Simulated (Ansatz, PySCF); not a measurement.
Complex: HF (SMILES F) (first 2 atoms) with HI (SMILES I); geometry from B3LYP-D3(BJ)/def2-TZVP.
(charge 0, multiplicity 1):
```xyz
4

F      0.552     0.619    -0.261
H      0.283    -0.213    -0.565
I     -0.138     0.210     3.420
H      0.273     0.731     1.944
```

Monomers are frozen at their geometry in the pair; levels with a basis set take the counterpoise correction.

Frozen-core correlation. Filled d and f shells under p-block atoms count as core. CBS: X⁻³ extrapolation of the correlation energy, Hartree–Fock from the larger set.

The values were computed with Ansatz (a quantum-chemistry and plane-wave program) with Gaussian orbitals; PySCF for the dispersion terms. Each number belongs to the level named beside it. In def2 rows elements past Kr take small-core potentials, without spin–orbit coupling.

PBE/def2-TZVPPD gives -6.5 kJ/mol for the interaction energy.

Problem. Predict the shift from PBE, with its sign, for: PBE-D3(BJ)/def2-TZVPPD, r2SCAN/def2-TZVPPD, PBE0/def2-TZVPPD, wB97M-V/def2-TZVPPD, B2PLYP/def2-TZVPPD, MP2/CBS(def2-TZVPPD, def2-QZVPPD), CCSD(T)/CBS(def2-TZVPPD, def2-QZVPPD).

Solution. PBE-D3(BJ)/def2-TZVPPD -1.6; r2SCAN/def2-TZVPPD -0.6; PBE0/def2-TZVPPD 0.4; wB97M-V/def2-TZVPPD -0.1; B2PLYP/def2-TZVPPD 1.4; MP2/CBS(def2-TZVPPD, def2-QZVPPD) -0.3; CCSD(T)/CBS(def2-TZVPPD, def2-QZVPPD) 0.0 kJ/mol. 2 of 7 lie above PBE; the widest gap is to PBE-D3(BJ)/def2-TZVPPD.
